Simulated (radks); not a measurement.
Results of a calculation; reference values are marked as such.
Task: The mean radii <r> (bohr) of the occupied orbitals of an atom or ion are listed with their occupations. Level of theory: non-relativistic Kohn-Sham, PBEsol, spin-polarised, spherical densities, point nucleus (a radial shooting solver on a logarithmic mesh with Libxc functionals).

orbital  occ.      <r>
1s up       1  0.05695
1s down     1  0.05694
2s up       1   0.2591
2s down     1   0.2588
2p up       3   0.2265
2p down     3   0.2262
3s up       1   0.7828
3s down     1   0.7851
3p up       3   0.8190
3p down     3   0.8231
3d up       5    1.041
3d down     2    1.105
4s up       1    2.866
4s down     1    2.995

Name the element and its charge. Open shells, if any, are filled with parallel spins first.

Result: Z = 27, cobalt, charge 0: Co in [Ar] 3d7 4s2. The 1s radius gives Z: for a bare nucleus <r> = 1.5/Z, 0.05556 bohr for Z = 27, and screening makes it slightly larger (0.05695 here). The occupations add up to 27, and the charge is Z minus that.
